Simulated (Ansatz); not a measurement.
B₆N₆H₁₈, a cluster cut from wurtzite BN (hydrogen-capped), relaxed as a singlet with RKS r2SCAN-D4/def2-SVP in Ansatz, starting from the GFN2-xTB geometry. Force threshold 0.03 eV/Å.

Start:

| atom | x (Å) | y (Å) | z (Å) |
| --- | --- | --- | --- |
| N1 | -0.970 | 0.858 | 1.483 |
| B2 | -1.198 | 1.221 | -0.038 |
| B3 | 1.366 | 1.420 | 0.334 |
| N4 | 0.166 | 1.459 | -0.698 |
| N5 | -1.853 | -0.072 | -0.669 |
| B6 | 0.455 | 0.459 | -1.890 |
| B7 | 0.022 | -0.357 | 1.674 |
| N8 | 1.329 | -0.045 | 0.933 |
| N9 | -0.690 | -1.576 | 0.963 |
| B10 | -0.903 | -1.332 | -0.585 |
| B11 | 1.657 | -1.096 | -0.204 |
| N12 | 0.447 | -0.975 | -1.219 |
| H13 | -0.483 | 1.660 | 1.876 |
| H14 | -1.841 | 0.733 | 1.988 |
| H15 | -1.963 | 2.143 | -0.124 |
| H16 | 1.191 | 2.242 | 1.216 |
| H17 | 2.399 | 1.624 | -0.212 |
| H18 | 0.201 | 2.381 | -1.110 |
| H19 | -2.778 | -0.258 | -0.298 |
| H20 | -1.940 | 0.129 | -1.661 |
| H21 | -0.424 | 0.537 | -2.729 |
| H22 | 1.510 | 0.685 | -2.385 |
| H23 | 0.153 | -0.593 | 2.844 |
| H24 | 2.113 | -0.090 | 1.571 |
| H25 | -1.543 | -1.856 | 1.434 |
| H26 | -0.026 | -2.344 | 1.021 |
| H27 | -1.450 | -2.284 | -1.072 |
| H28 | 2.683 | -0.832 | -0.739 |
| H29 | 1.707 | -2.220 | 0.263 |
| H30 | 0.665 | -1.620 | -1.967 |

Estimate the energy that the relaxation releases and the steps that it takes.

0.14 eV, in 4 steps; 12 s on 2 threads of AMD EPYC 7R13 on a shared host and a share (18 GiB) of an NVIDIA H100 80GB HBM3. No frequencies were taken in this run, so the end may be a saddle point.

Does the start keep its bonding and symmetry?

By distances, no bond broke or formed. The bond that changes most is B3–H17, from 1.19 to 1.22 Å (atoms count from 1). Point group Cs at the start, C3v at the end, both within 0.05 Å.

Predict the relaxed structure.


```xyz
30

N    -0.9639    0.8725    1.4915
B    -1.2175    1.2317   -0.0340
B     1.3686    1.4329    0.3449
N     0.1693    1.4658   -0.7027
N    -1.8550   -0.0682   -0.6852
B     0.4469    0.4601   -1.9062
B     0.0147   -0.3611    1.6940
N     1.3384   -0.0455    0.9369
N    -0.6787   -1.5889    0.9644
B    -0.9187   -1.3464   -0.5861
B     1.6634   -1.1126   -0.2001
N     0.4527   -0.9804   -1.2266
H    -0.4531    1.6812    1.8727
H    -1.8267    0.7913    2.0319
H    -1.9903    2.1750   -0.1253
H     1.1598    2.2571    1.2535
H     2.4318    1.6653   -0.1989
H     0.1817    2.4002   -1.1116
H    -2.8096   -0.2466   -0.3689
H    -1.9130    0.1406   -1.6918
H    -0.4751    0.5316   -2.7388
H     1.5152    0.6976   -2.4379
H     0.1561   -0.5999    2.8851
H     2.1136   -0.0972    1.5977
H    -1.5122   -1.9237    1.4504
H     0.0136   -2.3497    1.0096
H    -1.4698   -2.3164   -1.0872
H     2.7250   -0.8664   -0.7412
H     1.6825   -2.2575    0.2870
H     0.6502   -1.6421   -1.9773
```
Bond lengths: 15 × B–N 1.56 to 1.59 Å; 9 × H–N 1.02 to 1.03 Å; 9 × B–H 1.22 to 1.24 Å.
